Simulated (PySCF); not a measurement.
**Excitation energies in several basis sets**

Compound: C4H5ClGe.
InChI=1S/C4H5ClGe/c5-4-1-2-6-3-4/h1-3H,6H2

TDDFT with PBE0 (PySCF), vertical singlets, core orbitals frozen in the response, spherical d and f functions. Geometry: PBE0-D3(BJ)/def2-SVP; no solvent, vibrations or thermal averaging. The PBE0/6-31G* calculation is non-relativistic and has no spin–orbit coupling, an omission that weighs most on germanium.

```
      basis  functions  diffuse  S1 (eV)  S2 (eV)  S3 (eV)  S4 (eV)  S5 (eV)  LUMO (eV)  α (au)
     6-31G*        116       no     4.53     5.69     6.07     6.10     6.16      -1.40    72.9
   def2-SVP        131       no     4.48     5.55     5.99     6.01     6.35      -1.60    75.3
  def2-SVPD        185      yes     4.44     5.55     5.94     5.99     6.01      -1.75    89.2
aug-cc-pVDZ        200      yes     4.41     5.53     5.81     5.92     5.94      -1.72    90.5
  def2-TZVP        239       no     4.42     5.51     5.94     5.97     6.10      -1.69    85.6
 def2-TZVPD        293      yes     4.40     5.49     5.87     5.91     5.95      -1.73    90.9
```

Problem. How much do these states and the polarisability depend on the basis?

Solution. States are compared by their number. Against the largest diffuse basis here (def2-TZVPD, itself not a converged limit), sets without diffuse functions differ by up to 0.13 eV in S1 and 0.39 eV in S5; the smaller diffuse sets differ by up to 0.05 and 0.06 eV. State by state, the largest deviation of a set without diffuse functions is S1 0.13, S2 0.19, S3 0.21, S4 0.20, S5 0.39 eV. The same number needn't mean the same state in each row. Against def2-TZVPD the polarisability deviates by -20% in 6-31G*, -17% in def2-SVP, -2% in def2-SVPD, 0% in aug-cc-pVDZ, -6% in def2-TZVP.
